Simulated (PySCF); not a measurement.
## Calculated NMR parameters of N#C/C(=C\F)C([SiH3])[SiH3]

```
Formula                               : C4H8FNSi2
SMILES                                : N#C/C(=C\F)C([SiH3])[SiH3]
InChI                                 : InChI=1S/C4H8FNSi2/c5-1-3(2-6)4(7)8/h1,4H,7-8H3/b3-1+
Point group of the computed structure : Cs
Degrees of unsaturation               : 3
Carbon signals                        : 4
Proton signals                        : 3
```

Atom-mapped SMILES (the numbers label the heavy atoms): `[N:1]#[C:2]/[C:3](=[CH:4]\[F:5])[CH:6]([SiH3:7])[SiH3:8]`; H(Xn) means a hydrogen on atom n.

How the numbers were obtained: geometry from GFN2-xTB, GIAO PBE0/pcSseg-1 shieldings, in PySCF (rapidly exchanging positions averaged, a single conformation, relativity neglected, in vacuum).

δ = σ(ref) − σ, references computed at the same level: $^{1}$H (σ = 31.72 ppm) and $^{13}$C (σ = 186.93 ppm) and $^{29}$Si (σ = 349.16 ppm) vs TMS; $^{19}$F (σ = 170.95 ppm) vs CFCl3; $^{15}$N (σ = 267.73 ppm) against NH3.

```tsv
carbon	δC, type	δH (multiplicity)	HMBC from (2–3 bonds)	span of the C tensor (ppm)
C2	117.6, C	–	H(C4), H(C6)	338
C3	105.5, C	–	H(C4), H(Si7)/H(Si8), H(C6)	156
C4	167.0, CH	7.27 (m)	H(C6)	154
C6	6.8, CH	1.13 (sept)	H(C4), H(Si7)/H(Si8)	36
```

Other nuclei:
```csv
atoms,nucleus,environment,δ (ppm),σ (ppm)
H(Si7)/H(Si8),$^{1}$H,hydrogen on a silicon bonded to C,4.12,27.60
F5,$^{19}$F,vinylic fluorine,-101.4,272.4
Si7/Si8,$^{29}$Si,"silicon bonded to C, 3 H",-62.7,411.9
N1,$^{15}$N,nitrile nitrogen,337.7,-69.9
```

1. Carbon types of the structure: 2 × C, 2 × CH, leaving 6 H on heteroatoms.
2. δC 167.0: alkene CH.
3. δC 117.6: nitrile carbon; C≡N carbons fall here, among the sp2 signals but without a proton.
4. δC 105.5: fully substituted alkene carbon; the olefinic region.
5. δC 6.8: allylic sp3 CH bonded to 2 Si; an electropositive neighbour leaves it electron-rich and shielded.
6. δH 7.27: hydrogen on an alkene CH; olefinic region.

Splittings by $^{19}$F in the carbon and heteronuclear signals aren't shown, as no couplings were computed. Shifts are as computed. Against solution values, carbons near 30 ppm lie about +3 ppm off and those near 130 ppm about +5 ppm. Of 1211 compounds with measured shifts, 218 miss one by over three times the rms of a fit or turn the order of signals round; such compounds aren't used in these exercises. Unscaled 19F shifts against computed CFCl3 carry errors that often reach 10 to 50 ppm. Experimental scales use liquid or dissolved standards, which lie at an offset from isolated NH3 (liquid NH3: subtract about 20 ppm). Unscaled 15N shifts of sp2 nitrogen come out 20 to 40 ppm too high even then. Multiplicities follow the n + 1 count of equivalent neighbours, as no J values were calculated; m marks all less simple cases, F and P coupling included.
